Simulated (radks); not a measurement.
Correlation energies from several functionals, in hartree. Species: Ag [Kr] 4d10 5s1; Ti4+ [Ar]; He [He]; C2+ [He] 2s2. Method: non-relativistic Kohn-Sham, PBE, spin-polarised, spherical densities, point nucleus; computed with a radial shooting solver on a logarithmic mesh with Libxc functionals. Every spin shell is full or empty, so the densities are truly spherical. Functionals are evaluated on that one density, not self-consistently.

| functional | Ag | Ti4+ | He | C2+ |
|---|---|---|---|---|
| PW92 | -4.4414 | -1.5857 | -0.11173 | -0.27400 |
| VWN5 | -4.4611 | -1.5933 | -0.11212 | -0.27516 |
| PZ | -4.4389 | -1.5827 | -0.11155 | -0.27374 |
| Wigner | -2.4918 | -0.95744 | -0.095548 | -0.19954 |
| Chachiyo | -4.3811 | -1.5602 | -0.10869 | -0.26815 |
| PBE | -2.4726 | -0.76557 | -0.041064 | -0.095957 |
| PBEsol | -2.8002 | -0.88812 | -0.051601 | -0.11808 |
| LYP | -2.3649 | -0.81472 | -0.043690 | -0.11461 |
| P86 | -2.8016 | -0.87775 | -0.042972 | -0.10780 |
| PW91 | -2.6706 | -0.84359 | -0.044958 | -0.10874 |
| AM05 | -4.1330 | -1.4454 | -0.097180 | -0.24033 |
| TPSS | -2.4736 | -0.77004 | -0.042310 | -0.097704 |
| revTPSS | -2.5046 | -0.78479 | -0.045420 | -0.10271 |
| Tao-Mo | -2.3864 | -0.71181 | -0.028575 | -0.074511 |
